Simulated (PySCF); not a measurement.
All values below come from PySCF with PBE-D3(BJ)/def2-TZVP // BP86-D3(BJ)/def2-SVP. Isolated molecules, 0 K electronic values unless said otherwise. One relaxed conformer stands for a flexible species; it need not be the lowest. 

Reference species: [Ta(Cl)4(OH)] (neutral, multiplicity 1).

mean distance from the central atom to its bonded neighbours: 2.237 Å
LUMO: -3.62 eV
charge on the central atom (Mulliken): 1.11 e
coordination number: 5

After one change: the mean distance from the central atom to its bonded neighbours decreases by 0.071 Å; the LUMO goes up by 0.23 eV; the charge on the central atom (Mulliken) goes up by 0.06 e; the coordination number stays essentially unchanged.

Task: Name the change that produced these shifts. The new species is one of these.
(A) [Ta(Cl)2(OH)3]
(B) [Ta(Cl)5]
(C) [Ta(Cl)3(OH)2]
(D) [Ta(OH)5]

Result: C, [Ta(Cl)3(OH)2]
